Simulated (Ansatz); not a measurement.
Species: C4H5BO, SMILES `Bc1ccco1` (charge 0, multiplicity 1).

### Question
Give a relaxed geometry from CAM-B3LYP-D3(BJ)/def2-TZVP (Ansatz, a quantum-chemistry and plane-wave program).

### Answer
One answer among several that fit: the end point of this relaxation, one of several conformers (outside a Z-matrix the atoms follow the SMILES, hydrogens last).
Z-matrix (Å, degrees):
```
C
C 1 1.3719
H 2 1.0774 1 124.67
O 1 1.3839 2 107.36 3 -180.00
C 4 1.3301 1 107.91 2 -0.01
C 5 1.3597 4 111.38 1 0.00
H 6 1.0763 5 126.49 4 -180.00
H 5 1.0772 4 116.53 1 -179.99
B 1 1.5038 2 132.04 3 0.00
H 9 1.1887 1 120.97 2 179.99
H 9 1.1901 10 120.85 1 179.97
```
